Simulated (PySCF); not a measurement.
## Magnetisability: `InChI=1S/C9H10/c1-2-5(1)9-4-3-6-7(9)8(6)9/h3-8H,1-2H2/t6-,7+,8-,9-`

Cartesian coordinates in Å; atom numbers follow the order of the lines, from 1:
```xyz
19

C     2.340    0.860   -0.588
C     1.145    0.866   -1.168
C     0.271   -0.003   -0.318
C    -1.154   -0.241   -0.675
C    -2.232    0.602   -0.054
C    -2.105   -0.843    0.316
C     0.768    0.092    1.116
C     2.194   -0.008    0.613
C     1.152   -1.069    0.325
H     3.247    1.353   -0.876
H     0.812    1.366   -2.056
H    -1.291   -0.519   -1.714
H    -3.066    0.909   -0.665
H    -1.931    1.341    0.673
H    -1.733   -1.087    1.299
H    -2.851   -1.533   -0.046
H     0.318    0.249    2.074
H     3.016   -0.197    1.288
H     1.089   -2.130    0.449
```

Computed with GIAO PBE0/pcSseg-1 magnetisability, rotational g tensor and spin-rotation constants, non-relativistic, gas phase in PySCF 2.14.0. Geometry: GFN2-xTB.

**Question.** How diamagnetic is it, and how anisotropic?

**Answer.** Isotropic -1537 × 10⁻³⁰ J/T², or -92.5 × 10⁻⁶ cm³/mol; principal values -1649, -1520, -1442 × 10⁻³⁰ J/T², anisotropy 182 × 10⁻³⁰ J/T² (root of half the summed squared differences of the principal values). The susceptibility is in cgs units.

**Question.** Split it along the inertial axes a, b, c into diamagnetic and paramagnetic parts about the centre of mass, with the quadrupole moment.

**Answer.** 
```csv
axis,χ (10⁻⁶ cm³/mol),diamagnetic (10⁻⁶ cm³/mol),paramagnetic (10⁻⁶ cm³/mol),summed x² of all electrons (Å²),quadrupole Θ (D Å)
a,-95.3,-417.7,322.3,204.5,+1.55
b,-93.0,-1007.8,914.8,65.4,+2.02
c,-89.3,-1145.3,1056.1,33.0,-3.58
```
Anisotropies 2χaa − χbb − χcc = -8.3 and 2χbb − χaa − χcc = -1.4 × 10⁻⁶ cm³/mol. Θ is traceless in Buckingham's convention.

**Question.** And the rotational g tensor?

**Answer.** 
```tsv
axis	rotational constant (GHz)	g	nuclear part	electronic part
a	4.1542	+0.0017	0.6308	-0.6291
b	1.3624	-0.0011	0.5844	-0.5855
c	1.1830	-0.0012	0.5857	-0.5869
```
Asymmetric top; isotopes 12C, 1H; no vibrational averaging.
